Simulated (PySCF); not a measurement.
Molfile (atoms numbered from 1):
```
C3H6O2Si
     RDKit          3D

 12 12  0  0  0  0  0  0  0  0999 V2000
   -0.6538   -2.4105   -0.4050 O   0  0  0  0  0  0  0  0  0  0  0  0
   -0.3773   -1.2719   -0.1354 C   0  0  0  0  0  0  0  0  0  0  0  0
   -1.3983   -0.1315   -0.0899 C   0  0  0  0  0  0  0  0  0  0  0  0
   -0.8345    0.9875    0.5321 O   0  0  0  0  0  0  0  0  0  0  0  0
    0.4685    1.2719    0.0377 C   0  0  0  0  0  0  0  0  0  0  0  0
    1.3363   -0.4121    0.2286 Si  0  0  0  0  0  4  0  0  0  0  0  0
   -1.7132    0.0822   -1.1353 H   0  0  0  0  0  0  0  0  0  0  0  0
   -2.2902   -0.4397    0.4764 H   0  0  0  0  0  0  0  0  0  0  0  0
    0.8768    2.0935    0.6418 H   0  0  0  0  0  0  0  0  0  0  0  0
    0.4352    1.6127   -1.0178 H   0  0  0  0  0  0  0  0  0  0  0  0
    1.8047   -0.6438    1.6246 H   0  0  0  0  0  0  0  0  0  0  0  0
    2.3882   -0.7661   -0.7650 H   0  0  0  0  0  0  0  0  0  0  0  0
  1  2  2  0
  2  3  1  0
  3  4  1  0
  4  5  1  0
  5  6  1  0
  6  2  1  0
  3  7  1  0
  3  8  1  0
  5  9  1  0
  5 10  1  0
  6 11  1  0
  6 12  1  0
M  END
```

Geometry: PBE0-D3(BJ)/def2-SVP; GIAO shifts from PySCF 2.14, gas phase, non-relativistic, averaged over equivalent atoms.

At BHandHLYP/pcSseg-1 (139 basis functions, 11 s wall time on 1 thread of an Arm Neoverse V1, shared host):
| atoms | δ (ppm) |
| --- | --- |
| O1 | 849.8 |
| O4 | 8.8 |
| C2 | 252.8 |
| C3 | 79.5 |
| C5 | 57.0 |
| Si6 | -69.5 |
| H11/H12 | 3.83 |
| H9/H10 | 3.80 |
| H7/H8 | 3.40 |

δ = σ(ref) − σ, references computed at the same level: H2O for ¹⁷O (334.77 ppm); ¹³C (183.98 ppm), ²⁹Si (358.43 ppm), ¹H (31.44 ppm) against TMS.

Question: Predict the values at BLYP/pcSseg-1 on the same geometry.

Answer: 
```json
{"atoms": "O1", "δ at BLYP/pcSseg-1": "819.8", "change": "-30.0"}
{"atoms": "O4", "δ at BLYP/pcSseg-1": "41.4", "change": "+32.6"}
{"atoms": "C2", "δ at BLYP/pcSseg-1": "252.4", "change": "-0.4"}
{"atoms": "C3", "δ at BLYP/pcSseg-1": "84.7", "change": "+5.2"}
{"atoms": "C5", "δ at BLYP/pcSseg-1": "64.0", "change": "+7.0"}
{"atoms": "Si6", "δ at BLYP/pcSseg-1": "-85.3", "change": "-15.8"}
{"atoms": "H11/H12", "δ at BLYP/pcSseg-1": "3.84", "change": "+0.01"}
{"atoms": "H9/H10", "δ at BLYP/pcSseg-1": "4.07", "change": "+0.27"}
{"atoms": "H7/H8", "δ at BLYP/pcSseg-1": "3.48", "change": "+0.08"}
```

δ = σ(ref) − σ, references computed at the same level: ¹⁷O (σref 333.67) vs H2O; TMS for ¹³C (σref 175.31) and ²⁹Si (σref 323.46) and ¹H (σref 31.36).

The largest change is at O4 (ether oxygen). Cost: 139 basis functions, 19 s wall time on 1 thread of an Arm Neoverse V1, shared host. The order of the carbon signals is the same at both levels.

Unscaled 17O shifts of doubly bonded oxygen tend to come out too high, by tens of ppm or more. Experimental scales use liquid or dissolved standards, which lie at an offset from isolated H2O (liquid H2O: subtract about 36 ppm).
